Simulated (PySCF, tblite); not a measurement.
Isomers of C3H11N3Si2, one GFN2-xTB conformer each. Single-point energies are computed at PBE0/pcSseg-1 (PySCF, gas phase, no added dispersion term), electronic only.

```csv
SMILES,GFN2-xTB relative energy (kcal/mol)
CNC[Si@@H](C#N)[SiH2]N,52.8
C=N/C=N/[SiH2]N(C)[SiH3],0.0
```

Conformers: `[CH3:1][NH:2][CH2:3][Si@@H:4]([C:5]#[N:6])[SiH2:7][NH2:8]` with C1–N2–C3–Si4 180°, N2–C3–Si4–C5 69°, C3–Si4–Si7–N8 -57°, Si4–Si7–N8–H -47° and 174°; `[CH2:1]=[N:2]/[CH:3]=[N:4]/[SiH2:5][N:6]([CH3:7])[SiH3:8]` with C1–N2–C3–N4 -72°, C3–N4–Si5–N6 126°, N4–Si5–N6–C7 167°.

**Question.** What does PBE0/pcSseg-1 give for the same structures?

**Answer.** 
```csv
SMILES,PBE0/pcSseg-1 E (Eh),PBE0/pcSseg-1 (kcal/mol),GFN2-xTB (kcal/mol),point group
CNC[Si@@H](C#N)[SiH2]N,-863.54999,0.0,52.8,C1
C=N/C=N/[SiH2]N(C)[SiH3],-863.53735,7.9,0.0,C1
```

GFN2-xTB puts C=N/C=N/[SiH2]N(C)[SiH3] lowest instead. As drawn, the lower has a C≡N group, an N–H bond and an Si–Si bond, which the higher lacks; the higher has a C=N bond, which the lower lacks.

**Question.** Which frontier levels, dipoles and rotational constants go with these structures?

**Answer.** 
| SMILES | HOMO (eV, PBE0/pcSseg-1) | LUMO (eV) | dipole (D) | A, B, C (MHz) |
| --- | --- | --- | --- | --- |
| CNC[Si@@H](C#N)[SiH2]N | -6.62 | -0.78 | 3.32 | 1790, 762.2, 623.0 |
| C=N/C=N/[SiH2]N(C)[SiH3] | -6.56 | -1.28 | 2.42 | 2748, 700.5, 584.9 |

**Question.** What happens when harmonic zero-point energies from GFN2-xTB frequencies are added?

**Answer.** 
| SMILES | ZPE (kcal/mol) | electronic (kcal/mol) | with ZPE (kcal/mol) |
| --- | --- | --- | --- |
| CNC[Si@@H](C#N)[SiH2]N | 87.5 | 0.0 | 0.0 |
| C=N/C=N/[SiH2]N(C)[SiH3] | 83.7 | 7.9 | 4.2 |

The zero-point energies span 3.8 kcal/mol. The order is unchanged.
